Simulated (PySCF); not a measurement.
Be2F2, SMILES [Be]([Be][F])[F]. Atoms are numbered in the order given.

```xyz
4

F      0.0000     0.0000    -2.3970
Be     0.0000     0.0000    -1.0262
Be     0.0000     0.0000     1.0262
F      0.0000     0.0000     2.3970
```

The structure is a stationary point at PBE0-D3(BJ)/def2-TZVP. The values are those of a single conformer.

Two levels are set side by side: PBE/pcSseg-2 (PySCF) and PBE0/pcSseg-2 (PySCF). GIAO shifts against CFCl3 (¹⁹F) at the same level; non-relativistic, no solvent, atoms listed together averaged. Differences are taken from unrounded values.

| quantity | PBE |
|---|---|
| δ(¹⁹F) of F1, F4 (ppm) | -128.0 |

Task: These are the PBE values. What does PBE0 give? (Estimate from the structure and the level; the computed values follow.)

Result: 
| quantity | PBE0 | PBE minus PBE0 |
|---|---|---|
| δ(¹⁹F) of F1, F4 (ppm) | -114.8 | -13.2 |

Rough cost on one machine, each run with all the roots and properties that it gave: PBE0 against PBE within a factor of 2.
